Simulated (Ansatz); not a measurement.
## Which isomer of C2H5OZn gives these data?

These gas-phase data were calculated for one isomer of C2H5OZn at BLYP-D3(BJ)/def2-SVP (harmonic, unscaled wavenumbers; equilibrium rotational constants with average atomic masses):

```
rotational constants            : 9.866, 2.774, 2.298 GHz
all wavenumbers above 1500 cm⁻¹ : 3641, 3037, 2995, 2959, 2850
```

Candidates:

(1) the doublet with the links of `CC[O][Zn]`
(2) the doublet with the links of `OC[CH2][Zn]`

**Question.** Which candidate do the data belong to?

**Answer.** Candidate (2). The band at 3641 cm⁻¹ lies where the O–H stretch is expected; (1) has no mode between 3300 and 4000 cm⁻¹.

The same quantities for all candidates:

```
     rotational constants (GHz)   wavenumbers above 1500 cm⁻¹  E above the lowest, BLYP-D3(BJ)/def2-SVP (kcal/mol)
(1)         12.72, 2.479, 2.183  3033, 3003, 2930, 2882, 2848                                                  0.0
(2)         9.866, 2.774, 2.298  3641, 3037, 2995, 2959, 2850                                                 15.1
```

Harmonic stretches to hydrogen usually lie a few per cent above observed fundamentals. Each candidate is one conformer. Open shells are spin-unrestricted. Programs: Ansatz 0.2.0.
